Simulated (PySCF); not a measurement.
A structure optimised at PBE-D3(BJ)/def2-TZVP, used in a PySCF frequency run:

```xyz
8

C      1.2135    -0.1654    -0.0162
O      0.0015     0.0590     0.5549
C     -1.0904     0.0636    -0.3625
H      1.3382     0.0421    -1.0821
H      2.0447    -0.1076     0.6828
H     -0.9446     0.8355    -1.1382
H     -1.1963    -0.9217    -0.8463
H     -1.9930     0.2910     0.2164
```
Charge 0, spin multiplicity 2.

Task: Write its SMILES and formula.

Result: [CH2]OC, C2H5O

Task: What are its rotational constants (standard atomic weights)?

Result: 46.513, 10.660, 9.2199 GHz
